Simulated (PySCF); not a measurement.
Input of a run (PBE0-D3(BJ)/def2-SVP geometry optimisation, gas phase (PySCF 2.14.0)), started from GFN2-xTB:
```
{"job": {"xc": "PBE0", "basis": "def2-SVP", "d3": "d3bj", "grid": 1, "maxiter": 30, "shake": 0.01, "kind": "geom"}, "charge": 0, "multiplicity": 1}
F      2.902270     0.424650     1.327760
P      1.397690    -0.215360     1.262190
F      1.863580    -1.505800     0.409810
P      0.654160     0.948450    -0.420850
Ge    -1.380320    -0.206990    -0.257320
H      0.194990     1.946560     0.466610
H     -2.406280     0.474480    -1.088410
H     -1.236090    -1.594460    -0.762310
H     -1.932180    -0.288690     1.164980
```

Output (energies in Eh, forces in Eh/bohr):
```
step   0  E = -2960.50245129  max force = 0.027210
step   1  E = -2960.50771273  max force = 0.004774
step   2  E = -2960.50818779  max force = 0.001747
step   3  E = -2960.50852467  max force = 0.002754
step   4  E = -2960.50880061  max force = 0.006023
step   5  E = -2960.50929503  max force = 0.005416
step   6  E = -2960.50929182  max force = 0.002360
step   7  E = -2960.50946649  max force = 0.001709
step   8  E = -2960.50952289  max force = 0.000538
step   9  E = -2960.50952609  max force = 0.000138
optimisation converged
```

Q: Summarise the run.

A: The energy falls by 18.6 kJ/mol over 10 energy and gradient evaluations, the largest force component goes from 0.0272 to 1.4e-04 Eh/bohr, and the atoms move by 0.366 Å rms after alignment. The bond that changes most is P2–P4 (both ends three-coordinate phosphorus), which lengthens by 0.058 Å. Bonds longer at the end by more than 0.005 Å: 6 of 8; shorter: 2. Among the angles that change most is P2–P4–Ge5, from 88.8° to 93.8°. Among the dihedrals that turn most is F3–P2–P4–Ge5, from 84° to 53°. The energy rose by more than 1e-6 Eh at step 6. The first step brought 74 % of the lowering.

Q: What are the final bond lengths?

A: F1–P2 1.613 Å, P2–F3 1.622 Å, P2–P4 2.236 Å, P4–Ge5 2.335 Å, P4–H6 1.431 Å, Ge5–H7 1.537 Å, Ge5–H8 1.533 Å, Ge5–H9 1.540 Å. Numbering counts from 1 in the input's order; the species is GeH3PHPF2 (`FP(F)[PH][GeH3]`).

The run used 116 basis functions and 74 SCF cycles in all.

Stationary, but not proved a minimum. One conformer, not necessarily the lowest.
